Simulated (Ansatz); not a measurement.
Ansatz (a program for electronic structure) job for C2, SMILES [C]=[C] (connectivity only; charge and spin as stated), neutral, multiplicity 1, PBE0-D3(BJ)/def2-TZVPD. 

Ansatz 0.2 input:
```yaml
crystal:
  periodic: [false, false, false]
  atoms:
    - {symbol: C, position_ang: [0.00000000, 0.00000000, -0.58033984]}
    - {symbol: C, position_ang: [0.00000000, 0.00000000, 0.58033984]}
basis:
  gaussian:
    orbitals: def2-TZVPD
hamiltonian:
  xc: pbe0
  dispersion: d3bj
relax: {f_tol: 0.002, max_steps: 200}
```

Program output:

```
WARN ansatz: RAYON_NUM_THREADS=1 ignored (pool sized by the plan → 1); use --threads N
Functional definition: PBE0
integrals: 0.01 GiB planned
348 factors; their error is unknown
mean field: 0.12 GiB planned
mean field evaluation 1: about -2060.3698 eV, gradient 3.0e1 eV
mean field evaluation 2: about -2061.0174 eV, gradient 2.3e1 eV
mean field evaluation 4: about -2062.3348 eV, gradient 1.0e-1 eV
mean field evaluation 8: about -2062.3463 eV, gradient 7.0e-3 eV
mean field evaluation 16: about -2062.1941 eV, gradient 3.1e0 eV
mean field -2062.34634404 eV, -75.7898302349 hartree, gradient 2.0e-5 eV, S^2 0.000000; 1 other end points of the search recorded, 0 dependent functions left out
the calculation of the forces begins
reference -2062.34636288 eV, -75.7898309271 hartree; 6, 6 occupied and 68, 68 virtual orbitals, 348 factors
relax step   1: F+E_penalty+E_count = -2062.36204965 eV  Δ(F+E_penalty+E_count) = +0.000e0 eV  max|allowed force component| = 8.912e0 eV/Å  Δτ_max = 0.0000 Å  (39 SCF iters, accepted)
these checks for a lower state are left out or cut short: starts, cluster_reference, orbital_swaps, neighbouring_geometries, increment
integrals: 0.01 GiB planned
348 factors; their error is unknown
mean field: 0.12 GiB planned
mean field -2062.69332596 eV, -75.8025815853 hartree, gradient 8.6e-6 eV, S^2 0.000000; 0 other end points of the search recorded, 0 dependent functions left out
the calculation of the forces begins
reference -2062.69334500 eV, -75.8025822849 hartree; 6, 6 occupied and 68, 68 virtual orbitals, 348 factors
relax step   2: F+E_penalty+E_count = -2062.70902739 eV  Δ(F+E_penalty+E_count) = -3.470e-1 eV  max|allowed force component| = 6.106e-1 eV/Å  Δτ_max = 0.0390 Å  (43 SCF iters, accepted)
these checks for a lower state are left out or cut short: starts, cluster_reference, orbital_swaps, neighbouring_geometries, increment
integrals: 0.01 GiB planned
348 factors; their error is unknown
mean field: 0.12 GiB planned
mean field evaluation 32: about -2062.6955 eV, gradient 3.5e-4 eV
mean field -2062.69553957 eV, -75.8026629339 hartree, gradient 7.2e-6 eV, S^2 0.000000; 0 other end points of the search recorded, 0 dependent functions left out
the calculation of the forces begins
reference -2062.69555863 eV, -75.8026636343 hartree; 6, 6 occupied and 68, 68 virtual orbitals, 348 factors
relax step   3: F+E_penalty+E_count = -2062.71124059 eV  Δ(F+E_penalty+E_count) = -2.213e-3 eV  max|allowed force component| = 9.169e-2 eV/Å  Δτ_max = 0.0032 Å  (45 SCF iters, accepted)
these checks for a lower state are left out or cut short: starts, cluster_reference, orbital_swaps, neighbouring_geometries, increment
integrals: 0.01 GiB planned
348 factors; their error is unknown
mean field: 0.12 GiB planned
mean field -2062.69559206 eV, -75.8026648629 hartree, gradient 6.0e-6 eV, S^2 0.000000; 0 other end points of the search recorded, 0 dependent functions left out
the calculation of the forces begins
reference -2062.69561112 eV, -75.8026655634 hartree; 6, 6 occupied and 68, 68 virtual orbitals, 348 factors
relax step   4: F+E_penalty+E_count = -2062.71129301 eV  Δ(F+E_penalty+E_count) = -5.242e-5 eV  max|allowed force component| = 1.309e-3 eV/Å  Δτ_max = 0.0006 Å  (47 SCF iters, accepted)
integrals: 0.01 GiB planned
348 factors; their error is unknown
mean field: 0.12 GiB planned
mean field -2062.69559206 eV, -75.8026648629 hartree, gradient 6.0e-6 eV, S^2 0.000000; 2 other end points of the search recorded, 0 dependent functions left out
the calculation of the forces begins
reference -2062.69561112 eV, -75.8026655634 hartree; 6, 6 occupied and 68, 68 virtual orbitals, 348 factors
Total energy: -2062.71131207 eV, -75.8032425627 hartree
Atom 0 at    -0.000000    -0.000000    -0.623100 Å, force    -0.000000     0.000000    -0.001309 eV/Å
Atom 1 at     0.000000     0.000000     0.623100 Å, force     0.000000    -0.000000     0.001309 eV/Å
Dipole moment:    -0.000000    -0.000000     0.000000 e Å
```

The run converged.

Cost: roughly 2.4 core-seconds.
